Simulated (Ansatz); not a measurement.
A structure relaxed at PBE0-D4/def2-TZVP, charge 0, multiplicity 1:

```tsv
atom	x (Å)	y (Å)	z (Å)
C1	-0.3717	1.1453	-1.0411
C2	0.7303	0.3459	-0.3559
Si3	0.1501	-1.2618	0.4081
Se4	-1.4772	-0.9537	1.9844
H5	-0.8282	0.5761	-1.8551
H6	0.0144	2.0753	-1.4648
H7	-1.1667	1.4026	-0.3374
H8	1.5267	0.0915	-1.0661
H9	1.2070	0.9403	0.4314
H10	-0.5136	-2.1248	-0.6050
H11	1.2990	-1.9934	1.0048
H12	-0.5702	-0.2432	2.8967
```

Task: Give its formula and SMILES.

Result: C2H8SeSi, `CC[SiH2][SeH]`.

Task: Summarise the bond lengths by kind.

Result: 1 × C–C 1.524 Å; 5 × C–H 1.092 to 1.097 Å; 1 × C–Si 1.872 Å; 1 × Se–Si 2.286 Å; 2 × H–Si 1.487 Å; 1 × H–Se 1.470 Å.

Computed with Ansatz.
